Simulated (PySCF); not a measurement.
Palladium: a sound run and one with changed settings

Sound run: Pd⁺ [Kr] 4d9, Pd²⁺ [Kr] 4d8. All numbers are calculated (PySCF 2.14, a scalar-relativistic core potential, in aug-cc-pVDZ-PP with ECP28MDF). The sound run starts from symmetry-adapted Hartree-Fock orbitals and uses a fine grid where one is needed.

Changed run: radial step 0.5 in ln r (0.13 in the sound run). This setting is unsound on purpose.

```csv
species,method,sound run (hartree),changed run (hartree),converged
Pd⁺,UHF,-126.37647,-126.37647,yes
Pd⁺,MN15,-126.87823,-126.88326,yes
Pd⁺,B3LYP,-127.17376,-127.20699,yes
Pd²⁺,UHF,-125.73796,-125.73796,yes
Pd²⁺,MN15,-126.14080,-126.15319,yes
Pd²⁺,B3LYP,-126.45462,-126.48818,yes
```

Ionisation energy of Pd⁺:

| method | sound run (eV) | changed run (eV) |
| --- | --- | --- |
| UHF | 17.375 | 17.375 |
| MN15 | 20.066 | 19.866 |
| B3LYP | 19.569 | 19.560 |

A coarse radial grid mis-integrates the density and the exchange-correlation energy, with errors of either sign; Hartree-Fock needs no grid.

For comparison, NIST gives 19.43 ± 0.12 eV between the lowest levels.
